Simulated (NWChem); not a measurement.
Molecule: CuH$_{3}$SO; SMILES [OH2]->[Cu][SH]

```xyz
6

Cu     0.0292    -0.1972     0.0054
S      0.0711     1.9296     0.0081
H     -1.2775     2.0440    -0.0316
O      0.0708    -2.1680     0.0051
H      0.4579    -2.5727     0.7915
H      0.5185    -2.5715    -0.7493
```
Atoms are numbered in this order, from 1.

Level: PBE0/def2-SVP (NWChem), optimised geometry, unscaled harmonic frequencies. 

```
frequency (cm⁻¹)  IR intensity (km/mol)
----------------  ---------------------
99                                 44.1
107                                 7.8
115                                18.6
335                                 8.0
390                               270.6
439                                16.7
556                                12.2
566                                 8.0
1613                               82.6
2686                               12.7
3841                               67.7
3931                              161.9
```

```json
{
 "zero_point_energy": "21.0 kcal/mol",
 "thermal correction to the enthalpy at 298.15 K (with zero-point energy)": "25.5 kcal/mol",
 "heat capacity Cv": "18.5 cal/(mol K)",
 "entropy at 298.15 K and 1 atm (symmetry number 1)": "77.6 cal/(mol K)",
 "dipole_moment": "7.86 D"
}
```

Rigid rotor and harmonic oscillator; modes under 100 cm⁻¹ make the entropy uncertain.
